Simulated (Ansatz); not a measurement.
Process, species as SMILES: F atom → [F-] (an electron is taken up)


Quantity: adiabatic electron affinity (electronic energy difference), positive where the reaction releases energy, in eV. Correlated levels leave the core frozen unless marked. UHF or UKS for open shells. Spin-orbit coupling is left out. No relativistic terms. Anions need diffuse functions: aug- sets have them; def2-D sets add few; the other sets have none. CBS marks a two-point X^-3 extrapolation of the correlation energy; Hartree-Fock from the larger set.

```csv
level,program,adiabatic electron affinity (eV)
HF/6-31G,Ansatz,-0.29
```

### Question
Predict the CCSD(T)/CBS(aug-cc-pVTZ,aug-cc-pVQZ) result (Ansatz, an electronic-structure program).

### Answer
3.44 eV
